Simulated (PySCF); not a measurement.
CH2Cl6Si2, SMILES Cl[Si](Cl)(Cl)C[Si](Cl)(Cl)Cl.

The structure is a stationary point at PBE0-D3(BJ)/def2-SVP. The isomer is the one that the SMILES or the coordinates give; other isomers of the formula were not compared. One conformer was computed; it need not be the lowest.

All values below come from TDA-B3LYP/def2-SVPD run with PySCF.

Vertical excitations. The molecule is in vacuum. State labels are in the subgroup C2.

Question: Estimate the UV-visible absorptions. (Estimate from the structure and the level; the computed values follow.)

Answer: 
```csv
state,symmetry,energy (eV),λ (nm),f,main pairs
S1,B,7.23,171,0.003,"HOMO→LUMO 77 %, HOMO−1→LUMO+1 17 %"
S2,A,7.25,171,0.000,"HOMO−1→LUMO 71 %, HOMO→LUMO+1 23 %"
S3,B,7.36,169,0.096,HOMO−2→LUMO 85 %
S4,A,7.52,165,0.000,HOMO−4→LUMO 83 %
S5,B,7.53,165,0.086,HOMO−3→LUMO 79 %
S6,B,7.59,163,0.013,"HOMO−5→LUMO 36 %, HOMO−1→LUMO+1 32 %, HOMO−4→LUMO+1 20 %"
T1,B,6.88,180,0,"HOMO→LUMO 61 %, HOMO−1→LUMO+1 27 %"
T2,A,6.88,180,0,"HOMO−1→LUMO 61 %, HOMO→LUMO+1 29 %"
```
Triplets are in the Tamm–Dancoff approximation.
